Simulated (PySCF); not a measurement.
Problem. Give a PBE0-D3(BJ)/def2-SVP geometry of `C#CB[NH][AlH2]`.

Solution. 
Z-matrix in Å and degrees, rows numbered from 1:
```
C 
C   1  1.2248
B   2  1.5698  1  162.33
N   3  1.3850  2  107.75  1     0.15
Al  4  1.8733  3  105.24  2    -0.14
H   1  1.0780  2  174.95  3  -179.52
H   3  1.2058  2  123.42  1  -179.78
H   4  1.0134  3  121.02  2  -179.86
H   5  1.5899  4  117.29  3  -101.26
H   5  1.5897  4  117.24  3   101.59
```

Al5 (aluminium bonded to N and 2 H) has angles 121.2°, 117.3° and 117.2°, sum 355.7°, 0.20 Å off the plane of its three neighbours. N4 (boron-bound nitrogen) is planar (angles 133.7°, 121.0° and 105.2°, sum 360.0°, 0.00 Å off the plane of its three neighbours). B3 (three-coordinate boron) is planar (angles 128.8°, 123.4° and 107.8°, sum 360.0°, 0.00 Å off the plane of its three neighbours). The 5 heavy atoms lie in one plane (0.001 Å rms).

Level of theory: PBE0-D3(BJ)/def2-SVP geometry optimisation, gas phase in PySCF.

Point group: Cs (every atom within 0.08 Å of its image). No frequency check. The numbers are those of one conformer (C1–C2–B3–N4 0°, C2–B3–N4–Al5 0°, B3–N4–Al5–H -101° and 102°).
